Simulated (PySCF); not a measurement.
From one molecule to another.

First species: C7H13N2P.
Atom-mapped SMILES: `[CH3:1][C:2]([CH3:3])([CH3:4])[CH2:5][n:6]1[cH:7][p:8][cH:9][n:10]1` (hydrogens: H11, H12, H13 on C1; H14, H15, H16 on C3; H17, H18, H19 on C4; H20, H21 on C5; H22 on C7; H23 on C9)

Second species: C4H8N2.
SMILES: `N(C/C(=N/[H])C)=C`

Levels: PBE0/pcSseg-1 for dipole moment, HOMO energy, LUMO energy and HOMO–LUMO gap; GFN2-xTB for rotational constant A and rotational constant C. Geometries: GFN2-xTB. Each structure is a single optimised conformer of the isolated species, non-relativistic unless stated. Electronic properties by PySCF.

Dipoles, sizes and rotational constants follow the conformer. The torsions of the flexible species, by atom-mapped SMILES:
- `[CH3:1][C:2]([CH3:3])([CH3:4])[CH2:5][n:6]1[cH:7][p:8][cH:9][n:10]1`: C1–C2–C5–N6 -56°, C2–C5–N6–C7 93°
- `[H]/[N:6]=[C:4](/[CH2:3][N:2]=[CH2:1])[CH3:5]`: C1–N2–C3–C4 121°, N2–C3–C4–C5 54°

(1) Which of the two has the higher LUMO energy, and by how much?

(2) Which of the two has the higher HOMO energy, and by how much?

(3) Which has the higher HOMO–LUMO gap?

(4) Which has the higher dipole moment?

(5) Which of the two has the higher rotational constant C, and by how much?

(6) Which has the higher rotational constant A?

Answers

(1) The second: -0.40 eV against -0.46 eV, a difference of 0.06 eV.

(2) The first: -6.84 eV against -7.25 eV, a difference of 0.41 eV.

(3) The second: 6.85 eV against 6.38 eV, a difference of 0.47 eV.

(4) The first: 2.88 D against 0.89 D, a difference of 1.99 D.

(5) The second: 2.001 GHz against 0.635 GHz, a difference of 1.366 GHz.

(6) The second: 6.844 GHz against 2.662 GHz, a difference of 4.182 GHz.

On the first: In atomic units the dipole is 1.13 e·bohr (1 au = 2.5417 D).

On the second: In atomic units the dipole is 0.35 e·bohr (1 au = 2.5417 D). A dipole of 0.89 D is allowed in C1, and pure rotational transitions are dipole-allowed.
